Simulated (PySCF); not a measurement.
Species: C3H10P2Se.
Z-matrix (Å and degrees, PBE0-D3(BJ)/def2-SVP geometry), rows numbered from 1:
```
C 
P   1  1.8210
C   2  1.8217  1  104.75
Se  2  2.1003  1  114.18  3  -125.86
C   2  1.8313  1  104.67  3   109.48
P   5  1.8718  2  111.36  1    70.06
H   1  1.1009  2  111.52  3   -51.27
H   1  1.0991  2  108.48  3  -172.46
H   1  1.0990  2  108.18  3    69.94
H   3  1.0987  2  108.57  1   176.61
H   3  1.0992  2  108.23  1   -65.98
H   3  1.1008  2  111.51  1    55.06
H   5  1.1034  2  108.75  1   -49.63
H   5  1.1005  2  107.25  1  -166.81
H   6  1.4233  5   96.81  2    78.44
H   6  1.4296  5   95.42  2   173.63
```

Level of theory: PBE0-D3(BJ)/def2-SVP geometry optimisation, gas phase in PySCF.

Take the most abundant isotopes and a rigid rotor. The values belong to one conformer with, in the numbering `[CH3:1][P:2]([CH3:3])(=[Se:4])[CH2:5][PH2:6]`, C1–P2–C5–P6 70°, P2–C5–P6–H 78° and 174°.

(1) Give the principal moments of inertia and the rotational constants in GHz.

(2) Classify the top.

(3) What does the inertial defect say?

(4) Give the other two planar moments, Paa and Pbb, and the rms extents of the mass along the axes.

(5) Give the coordinates in the principal-axis frame, origin at the centre of mass.

(6) Which types of transition are allowed, and where do some lines up to J = 3 fall?

(7) Estimate the classical rotational partition function at 10 K, 25 K and 298.15 K.

Results:

(1) Ia = 304.91, Ib = 460.38, Ic = 620.72 u·Å²; 505379 MHz·u·Å²/I gives 1657, 1098 and 814.2 MHz, that is A = 1.6575, B = 1.0977, C = 0.8142 GHz.

(2) An asymmetric top. Ray's parameter κ = (2B − A − C)/(A − C) = -0.327; −1 is the prolate and +1 the oblate limit.

(3) Not planar: Δ = Ic − Ia − Ib = -144.57 u·Å². For a rigid frame Δ = −2 Σ m c², so Σ m c² = 72.28 u·Å² lies off the ab plane: 22.14 from hydrogen and 50.15 from heavier atoms. The atom farthest from that plane is 2.22 Å away.

(4) Paa = Σ m a² = (Ib + Ic − Ia)/2 = 388.10 and Pbb = Σ m b² = (Ia + Ic − Ib)/2 = 232.63 u·Å². With the mass M = 187.94 u, the rms extents √(P/M) along a, b and c are 1.44, 1.11, 0.62 Å.

(5) The sense of each axis is arbitrary; atoms in the order of the calculation.
| atom | mass (u) | a (Å) | b (Å) | c (Å) |
| --- | --- | --- | --- | --- |
| C1 | 12.000 | 0.429 | 1.513 | 1.657 |
| P2 | 30.974 | 0.025 | 0.877 | -0.001 |
| C3 | 12.000 | -0.580 | 2.329 | -0.920 |
| Se4 | 79.917 | -1.293 | -0.758 | 0.001 |
| C5 | 12.000 | 1.649 | 0.503 | -0.762 |
| P6 | 30.974 | 2.458 | -0.976 | 0.050 |
| H7 | 1.008 | 1.080 | 2.398 | 1.603 |
| H8 | 1.008 | 0.928 | 0.714 | 2.224 |
| H9 | 1.008 | -0.512 | 1.767 | 2.165 |
| H10 | 1.008 | -0.786 | 2.027 | -1.956 |
| H11 | 1.008 | -1.523 | 2.657 | -0.461 |
| H12 | 1.008 | 0.152 | 3.151 | -0.903 |
| H13 | 1.008 | 2.309 | 1.379 | -0.638 |
| H14 | 1.008 | 1.476 | 0.345 | -1.838 |
| H15 | 1.008 | 1.690 | -1.974 | -0.613 |
| H16 | 1.008 | 3.553 | -1.051 | -0.866 |

(6) The dipole components are |μa| = 2.61 D, |μb| = 3.99 D, |μc| = 0.92 D. Intensities carry the squares of the components, which stand as 0.43 : 1.00 : 0.05 (a : b : c). Some of the stronger lines:

| type | branch | J(Ka,Kc) | MHz | lower level (cm⁻¹) |
| --- | --- | --- | --- | --- |
| a | Q | 3(1,2) ← 3(1,3) | 1685 | 0.376 |
| a | R | 1(0,1) ← 0(0,0) | 1912 | 0.000 |
| b | R | 2(0,2) ← 1(1,1) | 3181 | 0.082 |
| b | Q | 3(3,0) ← 3(2,1) | 3191 | 0.489 |
| a | R | 3(1,3) ← 2(1,2) | 5264 | 0.201 |
| b | R | 3(1,3) ← 2(0,2) | 5624 | 0.189 |
| a | R | 3(2,2) ← 2(2,1) | 5736 | 0.285 |
| b | R | 2(2,1) ← 1(1,0) | 5787 | 0.092 |
| b | R | 2(2,0) ← 1(1,1) | 6154 | 0.082 |
| b | R | 3(2,2) ← 2(1,1) | 7415 | 0.229 |
| b | R | 3(2,1) ← 2(1,2) | 8644 | 0.201 |
| b | R | 3(3,1) ← 2(2,0) | 9206 | 0.288 |
| b | R | 3(3,0) ← 2(2,1) | 9306 | 0.285 |

(7) Point group C1, symmetry number σ = 1; q = (√π/σ)·√((kT/h)³/(ABC)), k/h = 20836.6 MHz/K: 4380 at 10 K, 17300 at 25 K, 713000 at 298.15 K.

No frequency check. Zero-point vibration and centrifugal distortion are left out. A rigid rotor knows nothing of internal rotation, which can split or shift real lines.

Hardware: one thread, Arm Neoverse V1 (aarch64), no GPU (shared host). Cost: 2.8 min, 0.69 GiB resident at most. This is the geometry optimisation.
